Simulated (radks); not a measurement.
The nuclear charge of neutral terbium is varied continuously with 65 electrons held in [Xe] 4f9 6s2. All-electron calculation, scalar-relativistic Kohn-Sham, LDA (Slater exchange, Perdew-Wang correlation), spin-unpolarised, spherical densities, finite nucleus; Fermi nuclear charge, rms radius 5.06 fm. Program: a radial shooting solver on a logarithmic mesh with Libxc functionals. By the Hellmann-Feynman theorem dE/dZ = E(electron-nucleus)/Z, the electronic potential at the nucleus (averaged over a nucleus of fixed radius). The scalar-relativistic energy here is not variational (the density holds large components alone), so the two differ by a part that grows with Z.

Z,E (hartree),E(electron-nucleus)/Z (hartree),HOMO,e(HOMO) (eV),<r> HOMO (bohr)
64.8,-11611.9832,-437.987,4f,-0.875,0.9405
65,-11700.2972,-439.991,4f,-3.242,0.9096
65.2,-11789.0174,-441.991,6s,-5.064,3.936
65.4,-11878.1432,-443.989,6s,-6.357,3.786
65.6,-11967.6745,-445.985,6s,-7.725,3.654
65.8,-12057.6110,-447.981,6s,-9.161,3.536
66,-12147.9528,-449.977,6s,-10.663,3.429

The central difference of E at Z = 65 is -442.585 hartree, to compare with the third column; the second derivative is -10.2 hartree.
